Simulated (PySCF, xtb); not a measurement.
H7NO2Si2, SMILES O[Si](O)(N)[SiH3]. One conformer was computed; it need not be the lowest.

Harmonic wavenumbers (cm⁻¹) from GFN2-xTB (xtb) at its own minimum, in rising order: 14, 123, 126, 191, 233, 234, 261, 305, 308, 467, 475, 489, 634, 765, 768, 800, 802, 814, 815, 855, 873, 919, 1544, 2184, 2197, 2241, 3479, 3509, 3635, 3642.

### Question
What does PBE-D3(BJ)/def2-SVP run with PySCF give at its own minimum? (An estimate is asked for; the answer gives what the named calculation found.)

### Answer
101, 118, 131, 173, 238, 252, 273, 357, 377, 441, 480, 503, 503, 732, 765, 787, 832, 849, 884, 899, 906, 932, 1494, 2145, 2155, 2164, 3474, 3568, 3724, 3726. Paired by order, the mean absolute difference is 39 cm⁻¹ and the zero-point energies are 48.2 and 48.6 kcal/mol.
